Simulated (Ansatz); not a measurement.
Reactions of `[BH2][GaH][SiH2]C`.

Computed with Ansatz on PBE0-D4/def2-TZVP structures; ΔE is electronic, products minus reactants. CCSD(T)/CBS adds triple-zeta CCSD(T) − MP2 to the extrapolated MP2 energy (def2 sets, frozen cores). This one scheme is used for every species. Functionals use def2-TZVPP. For Ga outer-core shells are correlated without core-valence functions, which leaves a few kJ/mol of doubt a bond. Scalar relativity is left out up to krypton. One conformer a species, not always the lowest.

| reaction | CCSD(T)/CBS(def2) (kcal/mol) |
| --- | --- |
| `[BH2][GaH][SiH2]C` + `FB(F)S` → `CSB(F)F` + `[BH2][GaH][SiH3]` | 10.6 |
| `[BH2][GaH][SiH2]C` + `O[SiH2]S[SiH3]` → `BO[SiH2]S[SiH3]` + `C[SiH2][GaH2]` | -33.5 |
| `[BH2][GaH][SiH2]C` + `C[SiH](N)Cl` → `BN[SiH](C)Cl` + `C[SiH2][GaH2]` | -33.5 |
| `[BH2][GaH][SiH2]C` + `CSS` → `C[SiH2]SSC` + `[BH2][GaH2]` | -11.5 |
| `[BH2][GaH][SiH2]C` + `C#CSS` → `C#CSS[SiH2]C` + `[BH2][GaH2]` | ? |

Question: Fill in the missing values. (An estimate is asked.)

Answer: Computed: `[BH2][GaH][SiH2]C` + `C#CSS` → `C#CSS[SiH2]C` + `[BH2][GaH2]`: -11.1 kcal/mol.

Largest T1 diagnostic: 0.014, for `[BH2][GaH][SiH3]`.
